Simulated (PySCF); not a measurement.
Dipole moment and polarisability of TiHMe3

Species: TiHMe3, C3H10Ti (singlet state).
Geometry (PBE0-D3(BJ)/def2-SVP, Å), atoms numbered from 1 in this order:
```xyz
14
C3H10Ti angstrom
Ti     0.0020    0.0026    0.5684
H      0.0252    0.0180    2.2847
C      1.9106   -0.0148   -0.1585
H      2.4586    0.8456    0.2658
H      1.9210    0.0530   -1.2598
H      2.4071   -0.9500    0.1556
C     -0.9560    1.6596   -0.1505
H     -1.9995    1.6548    0.2119
H     -0.9536    1.6833   -1.2533
H     -0.4444    2.5597    0.2352
C     -0.9638   -1.6604   -0.1253
H     -2.0102   -1.6419    0.2275
H     -0.4636   -2.5619    0.2698
H     -0.9529   -1.6914   -1.2285
```

Level: CAM-B3LYP/def2-SVPD (PySCF), static field, nuclei fixed, core orbitals frozen in the response. The polarisability tensor in these axes (au):

```
x   88.56 -0.07 -0.03
y   -0.07 88.59 -0.04
z   -0.03 -0.04 75.80
```

Give the principal values, the mean and the anisotropy Δα = √{½[(α1 − α2)² + (α2 − α3)² + (α1 − α3)²]}.

Principal values 75.80, 88.50 and 88.64 au; mean 84.32 au = 12.49 Å³ = 13.90 × 10⁻⁴⁰ C²·m²/J; Δα = 12.77 au (15 % of the mean).

What is the dipole moment, and where does it point?

(-0.01, 0.00, -1.03) D, 1.03 D in size, pointing from the negative to the positive side. Measured along this direction, the outermost atoms are H2 at the negative end and H9, H14 and H5 at the positive end.

What depolarisation ratio follows for Rayleigh scattering of linearly polarised light, taking the static tensor?

ρ = 3Δα²/(45ᾱ² + 4Δα²) = 489.4/(319911 + 652.6) = 0.00153.

Refractivity n − 1 of an ideal gas of it at 500 K and 1 atm, from the electronic α?

N = p/kT = 1.4678 × 10¹⁹ cm⁻³, so n − 1 = 2π × N × 12.49 × 10⁻²⁴ cm³ = 1152 × 10⁻⁶ at long wavelengths.

What molar refraction does this α imply?

Lorentz–Lorenz: R = (4π/3)N_A α = 2.5225 cm³/(mol·Å³) × 12.49 Å³ = 31.5 cm³/mol, in the limit of long wavelengths.

Isolated species at its PBE0-D3(BJ)/def2-SVP geometry, gas phase.
